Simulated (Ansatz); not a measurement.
CH7AlO2Si can be A, `[OH][AlH][CH2]O[SiH3]`, or B, `C[O][Al]([OH])[SiH3]`.

Program: Ansatz. Geometries: PBE0-D4/def2-TZVP. ΔE: electronic, gas phase. CCSD(T)/CBS is the MP2 limit (def2-TZVPP, def2-QZVPP) plus CCSD(T) − MP2 in def2-TZVPP, frozen cores. DFT in def2-TZVPP. B3LYP here is the variant with VWN-RPA as its local correlation; programs differ in this. Each species was taken in one conformer, which may not be the lowest.

Q: Which is lower in electronic energy at CCSD(T)/CBS, and by how much? (Best estimate.)

A: Ansatz gave: B, by 18.3 kcal/mol.

Q: Give E(B) − E(A) in kcal/mol with B3LYP-D4, CCSD(T)/def2-TZVPP, ωB97M-V, PBE-D4, B2PLYP, HF/def2-TZVPP, MP2/def2-TZVPP. (Estimate.)

A: Ansatz gave: B3LYP-D4 -19.1, CCSD(T)/def2-TZVPP -18.9, ωB97M-V -16.2, PBE-D4 -20.0, B2PLYP -19.3, HF/def2-TZVPP -20.5, MP2/def2-TZVPP -17.5. None reverses the order clearly.

Largest T1 diagnostic: 0.013.

The D4 term adds +1.3 kcal/mol with B3LYP and +0.6 kcal/mol with PBE0; it sums over pairs of atoms, weighted by their polarisabilities, and B3LYP, whose exchange is more repulsive, gets the larger term. In def2-TZVPP, CCSD(T) changes the Hartree–Fock value by +1.6 kcal/mol (the triples alone add +0.5 kcal/mol) and MP2 by +3.0 kcal/mol.
